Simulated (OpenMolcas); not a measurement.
## N I: effect of the IPEA shift

```json
{
  "Program": "OpenMolcas",
  "Basis": "ANO-RCC-VQZP [5s4p3d2f1g]",
  "Scalar Hamiltonian": "DKH2, point nucleus",
  "Active space": "3 electrons in 9 orbitals (RAS2 2p; RAS3 3s 3d, at most 1 electron)",
  "State averaging": "2S+1 = 4 odd, 1 root; 2S+1 = 2 odd, 8 roots; 2S+1 = 4 even, 3 roots; 2S+1 = 2 even, 8 roots",
  "Spin-orbit coupling": "state interaction with AMFI integrals over the reference wave functions, term energies averaged over their components"
}
```

Methods on the same reference wave functions:
A. RASSCF
B. SS-RASPT2, IPEA 0.25 Eh, imaginary shift 0.1 Eh (closed shells correlated: 1s 2s)
C. SS-RASPT2, IPEA 0.5 Eh, imaginary shift 0.1 Eh (closed shells correlated: 1s 2s)

Energies in cm-1 above 2s2 2p3 4S* 3/2, the measured ground level; measured values from NIST Handbook of Basic Atomic Spectroscopic Data.

| Level | A | B | C | Measured |
| --- | --- | --- | --- | --- |
| 2s2 2p3 4S* 3/2 | 0.0 | 0.0 | 0.0 | 0.0 |
| 2s2 2p3 2D* 3/2 | 23011 | 19330 | 19220 | 19233 |
| 2s2 2p3 2D* 5/2 | 23011 | 19330 | 19220 | 19224 |
| 2s2 2p3 2P* 1/2 | 37994 | 32800 | 32830 | 28839 |
| 2s2 2p3 2P* 3/2 | 37994 | 32800 | 32830 | 28839 |
| 2s2 2p2 3s 4P 1/2 | 96941 | 97770 | 97380 | 83284 |
| 2s2 2p2 3s 4P 3/2 | 96987 | 97820 | 97420 | 83318 |
| 2s2 2p2 3s 4P 5/2 | 97064 | 97890 | 97500 | 83365 |
| 2s2 2p2 3s 2P 1/2 | 103126 | 103220 | 102660 | 86137 |
| 2s2 2p2 3s 2P 3/2 | 103217 | 103310 | 102750 | 86221 |

Deviations, from unrounded energies. A percentage is the sum of absolute deviations over the sum of measured energies, with the sign that they share, or ± where signs differ.

| Against measurement | Levels | A | B | C |
| --- | --- | --- | --- | --- |
| mean absolute deviation (cm-1) | 9 | 11000 | 9500 | 9300 |
| other terms of the ground configuration (%) | 4 | +26.9 | +8.4 | ±8.3 |
| other configurations (%) | 5 | +17.8 | +18.4 | +17.8 |

B, C lie about equally close to measurement and A furthest from it. The largest miss of C in the table is 2s2 2p2 3s 2P 3/2, by +17000 cm-1. The ranking rests on the paired levels alone, and a cruder setting can come out closer through cancelling errors.

Between B and C the level of the table that moves most is 2s2 2p2 3s 2P 1/2, by 560 cm-1 (lowest in C, highest in B). Moves below CASPT2's spread within the term are not significant.

From A to B the spin-free energies of the other terms of 2s2 2p3 shown, above 4S*, scale by factors of 0.84 to 0.86.

The lowest spin-free term lies below A's lowest term by 0.117 hartree in B, 0.111 hartree in C.

CASPT2 breaks the degeneracy within a term, and the mean is taken; among the terms shown or strongly mixed into the levels shown the widest spread is 230 cm-1 (2s2 2p3 2D*, C). ANO sets are built for valence states and can reach diffuse excited orbitals poorly. With the s shell closed, the reference lacks s² → p² mixing. No level of 2s2 2p2 3d was computed, though it lies in the active space. Without dynamic correlation excited terms often stand tens of per cent too high (terms of higher spin than the ground term too low), and those without a measured partner can miss by more than the paired ones (holds for A). Computed and measured levels are paired by configuration, term and J; levels that our copy of the source lacks, or whose pairing is in doubt (as where it misses far off the trend of its configuration), stay unpaired and out of the deviations. Levels of configurations outside the active space are missing. Levels that lie high or do not pair safely by name in every column are left out.

* marks odd parity.
